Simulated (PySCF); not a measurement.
Species: C₅H₅Al.
Structure used (PBE0-D3(BJ)/def2-SVP), in Å, numbered top down from 1:
```
atom  x, y, z in Å
C1     1.7720    2.5102    0.3139
C2     1.0786    1.5177    0.1505
Al3   -0.0482   -0.0100   -0.0802
C4    -1.9739    0.1867   -0.2300
C5     0.7978   -1.7218   -0.1844
C6     1.3303   -2.8192   -0.2547
H7     2.3906    3.3798    0.4534
H8    -2.5059   -0.7635   -0.0694
H9    -2.2381    0.5468   -1.2398
H10   -2.3656    0.9324    0.4808
H11    1.8012   -3.7850   -0.3164
```

Level of theory: PBE0-D3(BJ)/def2-SVP geometry optimisation, gas phase (PySCF 2.14.0).

(1) Which atoms are bound to Al3, and at what distances?

(2) List the angles at Al3.

(3) What is the shape at Al3?

(4) What are the other bond lengths?

(5) Give some angles away from the centre.

(6) What are the rotational constants (commonest isotopes, rigid rotor)?

Results:

(1) 3 atoms: C2 1.912 Å, C5 1.912 Å, C4 1.941 Å. The nearest atom not counted as bound is H9, at 2.54 Å.

(2) 
| angle | degrees | distance of the outer atoms (Å) |
| --- | --- | --- |
| C4–Al3–C5 | 121.7 | 3.37 |
| C2–Al3–C4 | 120.8 | 3.35 |
| C2–Al3–C5 | 117.5 | 3.27 |

(3) Planar: angles 121.7°, 120.8° and 117.5°, sum 360.0°, 0.01 Å off the plane of its three neighbours. The Al–C distances aren't all alike: 1.912 to 1.941 Å.

(4) C1≡C2, C5≡C6 1.222 Å; C1–H7, C6–H11 1.076 Å; C4–H8, C4–H9, C4–H10 1.102 Å.

(5) C1–C2–Al3 178.4°, Al3–C5–C6 179.5°.

(6) A = 3505, B = 1892, C = 1238 MHz: an asymmetric top.

Charge 0, singlet. Stationary, but not proved a minimum.

On an Arm Neoverse V1 with one thread (shared host), this took 24 s of wall time and 0.46 GiB of memory at its peak. This is the geometry optimisation.
